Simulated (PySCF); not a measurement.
Hg2OF2: from a saddle point downhill

PySCF 2.14.0, RKS PBE, Hg def2-SVP with ECP60, O def2-SVP, F def2-SVP; non-relativistic Hamiltonian with scalar-relativistic core potentials where named; density fitting; no spin-orbit coupling. Relaxed within the symmetry of its start, the geometry (D∞h) is

```xyz
5

Hg    0.0000    0.0000    1.9346
Hg    0.0000    0.0000   -1.9346
O     0.0000    0.0000    0.0000
F     0.0000    0.0000    3.8778
F     0.0000    0.0000   -3.8778
```

and its lowest harmonic modes are -220, -220, 115, 115, 141, 141 cm⁻¹ (negative: unstable). It was moved along the lowest mode and relaxed again, within the group C2v that the move left.

Q: Where does it end, and how much lower?

A: In C2v, 0.551 eV lower, after 12 steps:
```xyz
5

Hg   -0.1328   -0.1520    1.6851
Hg   -0.1328   -0.1520   -1.6851
O    -0.8205   -0.9388    0.0000
F     0.4715    0.5395    3.4071
F     0.4715    0.5395   -3.4071
```

Q: How do the contacts change?

A: 
| contact | saddle (Å) | end (Å) |
| --- | --- | --- |
| Hg1–O3 (O) | 1.935 | 1.983 |
| Hg1–F4 (F) | 1.943 | 1.952 |
| Hg2–F5 (F) | 1.943 | 1.952 |


No frequency check is given for the end, and other unstable modes may remain.

State: singlet.
